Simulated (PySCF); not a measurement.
Si(Br)(Me)(vinyl)(NH2) (C₃H₈BrNSi), SMILES C=C[Si](C)(N)Br. Heavy atoms are numbered as in [CH2:1]=[CH:2][Si:3]([CH3:4])([NH2:5])[Br:6]. Hydrogens are named by the atom that carries them.

Geometry: B3LYP-D3(BJ)/def2-SVP. One conformer was computed; it need not be the lowest.

Level of theory: M06-2X/def2-TZVP (PySCF).

ESP charges are fitted to the potential on shells at 1.4 to 2.0 van der Waals radii. Atomic charges (e), one atom of each kind:

```tsv
atom	ESP fit	meta-Löwdin	Löwdin	Mulliken
C1 (CH2)	-0.34	-0.20	-0.20	[?]
C2 (CH)	-0.27	-0.37	-0.29	[?]
Si3	0.69	1.04	-0.08	[?]
C4 (CH3)	-0.62	-0.61	-0.44	-0.59
N5 (NH2)	-0.93	-0.74	-0.25	[?]
Br6	-0.29	-0.35	0.11	-0.29
H on C1	0.18	0.11	0.12	0.13
H on C2	0.16	0.12	0.15	0.14
H on C4	0.18	0.13	0.14	0.16
H on N5	0.37	0.24	0.16	[?]
```

### Question
What belongs in the gaps? (Estimate from the structure and the level; the computed values follow.)

### Answer

- C1 (CH2), Mulliken: -0.24
- C2 (CH), Mulliken: -0.29
- Si3, Mulliken: 0.65
- N5 (NH2), Mulliken: -0.67
- H on N5, Mulliken: 0.26

Computed Mayer and Wiberg (Löwdin basis) orders of the bonds:
```json
[
 {"bond": "C1–C2", "Mayer": "1.86", "Wiberg": "2.21"},
 {"bond": "C2–Si3", "Mayer": "0.99", "Wiberg": "1.06"},
 {"bond": "Si3–C4", "Mayer": "0.99", "Wiberg": "1.18"},
 {"bond": "Si3–N5", "Mayer": "1.18", "Wiberg": "1.50"},
 {"bond": "Si3–Br6", "Mayer": "1.07", "Wiberg": "1.57"}
]
```
